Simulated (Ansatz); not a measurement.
System: CoF2, net charge 1, quintet state. The spin state was set by rule; other spins were not relaxed. 
Coordinates optimised at B3LYP-D3(BJ)/def2-TZVP (Ansatz, a quantum-chemistry and plane-wave program):
```xyz
3

Co     0.0000     0.0000     0.0000
F      0.0000     0.0000     1.6733
F      0.0000     0.0000    -1.6733
```
Charge +1, spin multiplicity 5.

Basis-set convergence of Hartree-Fock and CCSD(T) correlation energies (hartree) with Ansatz. Correlated levels leave the core frozen unless marked. UHF or UKS for open shells. No spin-orbit coupling. Frozen are the shells of the preceding noble gas and the d and f shells that filled before the atom's block. Non-relativistic.

The T1 diagnostic of CCSD in the largest basis is 0.052, which is high, so the coupled-cluster rows are less sure than usual.

```tsv
basis	functions	E(HF)	E(corr, CCSD(T))
def2-SVP	59	-1579.58838	-0.57106
def2-TZVPP	126	___	___
```

### Question
Some entries are withheld; supply them.

### Answer

- def2-TZVPP, E(HF): -1580.05890
- def2-TZVPP, E(corr, CCSD(T)): -0.77784
